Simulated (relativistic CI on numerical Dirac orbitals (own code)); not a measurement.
Calculated levels, B IV

Method of calculation: Dirac-Coulomb-Breit CI, orbitals from a KLI potential per configuration, QED by a radiative potential, valence Slater integrals scaled by 0.85, P86 correlation energy added to each configuration (own radial code, finite nucleus).

Configuration list: 1s2, 1s.2s, 1s.2p, 1s.3s, 1s.3p, 1s.3d, 1s.4s, 1s.4p, 1s.4d, 1s.4f, 1s.5s, 1s.5p, 1s.5d, 1s.5f, 1s.5g, 1s.6s, 1s.6p, 1s.6d. Levels of other configurations are missing.

| No. | Configuration | Term | J | E (cm⁻¹) | % | Next component (%) | Landé g | jj configuration (%) |
| --- | --- | --- | --- | --- | --- | --- | --- | --- |
| 1 | 1s2 | 1S | 0 | 0 | 100 |  |  | closed (100) |
| 2 | 1s.2s | 3S | 1 | 1596769 | 100 |  | 2.002 | 1s 2s (100) |
| 3 | 1s.2s | 1S | 0 | 1625820 | 100 |  |  | 1s 2s (100) |
| 4 | 1s.2p | 3P° | 1 | 1633164 | 100 |  | 1.501 | 1s 2p1/2 (67) |
| 5 | 1s.2p | 3P° | 0 | 1633183 | 100 |  |  | 1s 2p1/2 (100) |
| 6 | 1s.2p | 3P° | 2 | 1633214 | 100 |  | 1.501 | 1s 2p3/2 (100) |
| 7 | 1s.2p | 1P° | 1 | 1653134 | 100 |  | 1.000 | 1s 2p3/2 (67) |
| 8 | 1s.3s | 3S | 1 | 1877967 | 100 |  | 2.002 | 1s 3s (100) |
| 9 | 1s.3s | 1S | 0 | 1886105 | 99 |  |  | 1s 3s (99) |
| 10 | 1s.3p | 3P° | 1 | 1887335 | 100 |  | 1.501 | 1s 3p1/2 (67) |
| 11 | 1s.3p | 3P° | 0 | 1887341 | 100 |  |  | 1s 3p1/2 (100) |
| 12 | 1s.3p | 3P° | 2 | 1887349 | 100 |  | 1.501 | 1s 3p3/2 (100) |
| 13 | 1s.3d | 3D | 2 | 1890057 | 100 |  | 1.167 | 1s 3d3/2 (64) |
| 14 | 1s.3d | 3D | 1 | 1890058 | 100 |  | 0.499 | 1s 3d3/2 (100) |
| 15 | 1s.3d | 3D | 3 | 1890061 | 100 |  | 1.334 | 1s 3d5/2 (100) |
| 16 | 1s.3d | 1D | 2 | 1890226 | 100 |  | 1.000 | 1s 3d5/2 (64) |
| 17 | 1s.3p | 1P° | 1 | 1893608 | 100 |  | 1.000 | 1s 3p3/2 (67) |
| 18 | 1s.4s | 3S | 1 | 1971596 | 100 |  | 2.002 | 1s 4s (100) |
| 19 | 1s.4s | 1S | 0 | 1975099 | 99 |  |  | 1s 4s (99) |
| 20 | 1s.4p | 3P° | 1 | 1975372 | 100 |  | 1.501 | 1s 4p1/2 (67) |
| 21 | 1s.4p | 3P° | 0 | 1975375 | 100 |  |  | 1s 4p1/2 (100) |
| 22 | 1s.4p | 3P° | 2 | 1975378 | 100 |  | 1.501 | 1s 4p3/2 (100) |
| 23 | 1s.4d | 3D | 2 | 1976760 | 100 |  | 1.167 | 1s 4d3/2 (63) |
| 24 | 1s.4d | 3D | 1 | 1976760 | 100 |  | 0.499 | 1s 4d3/2 (100) |
| 25 | 1s.4d | 3D | 3 | 1976762 | 100 |  | 1.334 | 1s 4d5/2 (100) |
| 26 | 1s.4d | 1D | 2 | 1976854 | 100 |  | 1.000 | 1s 4d5/2 (63) |
| 27 | 1s.4p | 1P° | 1 | 1978193 | 99 |  | 1.000 | 1s 4p3/2 (67) |
| 28 | 1s.4f | 3F° | 3 | 1979525 | 68 | 32 1F° | 1.057 | 1s 4f5/2 (99) |
| 29 | 1s.4f | 3F° | 2 | 1979526 | 100 |  | 0.666 | 1s 4f5/2 (100) |
| 30 | 1s.4f | 3F° | 4 | 1979527 | 100 |  | 1.250 | 1s 4f7/2 (100) |

Energies count from the lowest computed level; ° marks odd parity. Filled j subshells are mostly left out of the jj labels.

The mean weight of the leading LS term, summed over parents, in these 30 levels is 99 %, and that of the leading jj configuration (from the same eigenvectors) 88 %, so LS coupling describes them better.

For a near-neutral ion this model can misplace configurations by up to about 10,000 cm⁻¹ (more where the count of f electrons changes) and terms by 10 to 25 % of their spread. Rates follow the energies as ν³ (E1, M1) or ν⁵ (E2), so they and the lifetimes can be off by large factors. The fine structure of a lone outer electron comes out too small, for d and f at times inverted, and misplaced configurations move strength between like terms. 6 of the 6 excited levels that our extract of the measured tables holds in this range could be paired (the sources list more); they are missed by 4073 cm⁻¹ on average and 4736 at most, and levels without a partner can miss by more.
